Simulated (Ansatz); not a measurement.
The cluster CoI2, relaxed as a doublet with UKS PBE0-D4/def2-TZVP in Ansatz, starting from the GFN1-xTB geometry. Force threshold 0.02 eV/Å.

In the def2 sets I takes a core potential; there is no spin–orbit coupling. The charge 0 doublet is spin-contaminated (final ⟨S²⟩ up to 1.76, 0.75 for a pure state). The relaxation made no stability test and no search for a lower SCF solution. At PBE0-D4/def2-TZVP a quartet of charge 0 lies 0.95 eV below the doublet, each at its own geometry. The structure comes from a short search, and lower isomers may exist.

Start:

```csv
atom,x (Å),y (Å),z (Å)
Co1,-0.0003,-0.0001,0.0002
I2,2.1991,0.9140,-0.2962
I3,-2.1988,-0.9139,0.2960
```

```json
{"step": "1", "energy (eV)": "-53825.9270", "largest force component (eV/Å)": "0.128", "SCF passes": "109"}
{"step": "2", "energy (eV)": "-53825.9287", "largest force component (eV/Å)": "0.022", "SCF passes": "37"}
{"step": "3", "energy (eV)": "-53825.9288", "largest force component (eV/Å)": "0.000", "SCF passes": "26"}
```

Force components are those of the run's own axes.

End:

```tsv
atom	x (Å)	y (Å)	z (Å)
Co1	0.0000	0.0000	0.0001
I2	2.2108	0.9189	-0.2977
I3	-2.2108	-0.9189	0.2977
```

By distances, no bond broke or formed. The bond that changes most is Co1–I3, from 2.40 to 2.41 Å (atoms count from 1).

No frequencies were taken in this run, so the end may be a saddle point.

It took 24 s on 4 threads of Arm Neoverse N1 on a shared host, peak host memory 0.61 GiB.
